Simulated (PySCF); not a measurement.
**r2SCAN on H- (hydrogen, charge -1)**

Configuration: 1s2, closed-shell 1S. Computed with PySCF 2.14 in dyall-acv3z (10s3p2d, 29 functions), with no relativity, point nucleus.

```
Total energy                                     : -0.5267 hartree
One-electron energy                              : -0.8748 hartree
Hartree (Coulomb) energy                         : 0.7770 hartree
Exchange-correlation energy                      : -0.4289 hartree
Kinetic energy                                   : 0.50718 hartree
⟨S²⟩                                             : 0.0000
⟨L²⟩                                             : 0.000
Sum of ⟨r⟩                                       : 5.240 bohr
Sum of ⟨r²⟩                                      : 21.48 bohr²
Density at the nucleus (Gaussians lack the cusp) : 0.328 bohr⁻³
Langevin diamagnetic susceptibility              : -17.0 ×10⁻⁶ cm³/mol
```

| shell | electrons | mean orbital energy (hartree) | rms radius, mean of both spins (bohr) |
| --- | --- | --- | --- |
| 1s | 2 | 0.05503 | 3.28 |

At r2SCAN the highest occupied level has a positive energy, so only the finite basis holds that electron; in a semilocal or global hybrid functional this comes from self-interaction and does not mean that the real anion is unbound.
